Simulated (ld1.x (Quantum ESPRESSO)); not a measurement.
What one change does to a pseudopotential (Nb, PAW)

```
Element                 : Nb (Z = 41)
Generator               : ld1.x (Quantum ESPRESSO) 7.5
Type                    : PAW
Functional              : PW91
Relativity              : scalar-relativistic
Frozen core             : [Kr]
Valence charge          : 5
Reference configuration : 4d4 5s0 5p1
Partial waves           : 5s (bound, empty): rcut 3.00, rcutus 3.30 bohr; 5s channel at 0.35 Ry: rcut 3.00, rcutus 3.30 bohr; 5p (bound): rcut 3.00, rcutus 3.55 bohr; 5p channel at 0.25 Ry: rcut 3.00, rcutus 3.55 bohr; 4d (bound): rcut 2.10, rcutus 2.60 bohr; 4d channel at 0.25 Ry: rcut 2.10, rcutus 2.60 bohr; 4f channel at 0.1 Ry: rcut 2.60, rcutus 2.95 bohr; 4f channel at 1 Ry: rcut 2.60, rcutus 2.95 bohr
Local potential         : all-electron potential smoothed inside 2.30 bohr (lloc = -1)
Core correction         : a·sin(br)/r model core, default radius (core density twice the valence density)
Augmentation charge     : BESSEL, radius 1.90 bohr
```

Change: wave 5p channel at 0.25 Ry: rcut 3.00, rcutus 3.55 bohr becomes 5p channel at 2.46 Ry: rcut 3.00, rcutus 3.55 bohr.

Cutoffs: the cutoffs (Ry, on a coarse ladder) from which the occupation-weighted sum of valence levels, in a spherical-Bessel basis at the reference potential, stays within 10 and 1 mRy of its value at 400 Ry; they do not see the model core or the augmentation charge, which bear on the density cutoff. Errors are all-electron minus pseudo energies relative to the spin-unpolarised reference configuration.

Q: What does the change do?

A: The potential gets neither clearly harder nor softer (15 Ry and 21 Ry → 15 Ry and 21 Ry); both files keep a bound ghost (s); the errors of the 7 common tests hardly move; the range in which the p phases agree widens (upper end 1.6 → 2.8).

| quantity | base | changed |
| --- | --- | --- |
| cutoff, loose | 15 Ry | 15 Ry |
| cutoff, tight | 21 Ry | 21 Ry |
| bound ghosts | s | s |
| error for 4d4 5s1 5p0, meV [ΔE -2.98 eV] | +123 | +123 |
| error for 4d4 5s0 5p0, meV [ΔE 3.71 eV] | -1.9 | -1.9 |
| error for 4d3 5s0 5p0, meV [ΔE 17.80 eV] | -80 | -80 |
| error for 4d1 5s0 5p0, meV [ΔE 79.57 eV] | -1803 | -1803 |
| error for 4d2 5s0 5p0, meV [ΔE 42.59 eV] | -560 | -560 |
| error for 4d4 5s0.5 5p0, meV [ΔE -0.31 eV] | -0.2 | -0.2 |
| error for 4d3 5s1 5p1, meV [ΔE -0.17 eV] | -71 | -70 |
| s: phases at 3.83 bohr within 0.05 rad from the reference energy up to (Ry; the scan ends near 5) | to the end of the scan | to the end of the scan |
| p: phases at 3.83 bohr within 0.05 rad from the reference energy up to (Ry; the scan ends near 5) | 1.6 | 2.8 |
| d: phases at 3.83 bohr within 0.05 rad from the reference energy up to (Ry; the scan ends near 5) | 3.9 | 3.9 |
| f: phases at 3.83 bohr within 0.05 rad from the reference energy up to (Ry; the scan ends near 5) | 2.5 | 2.5 |
| lowest overlap eigenvalue by channel | s 0.31, p 0.50, d 1.00, f 0.93 | s 0.31, p 0.86, d 1.00, f 0.93 |

 A true bound ghost makes a file unfit for plane-wave use even where its test errors are small: the radial tests pick states by their node count and pass the ghost by.
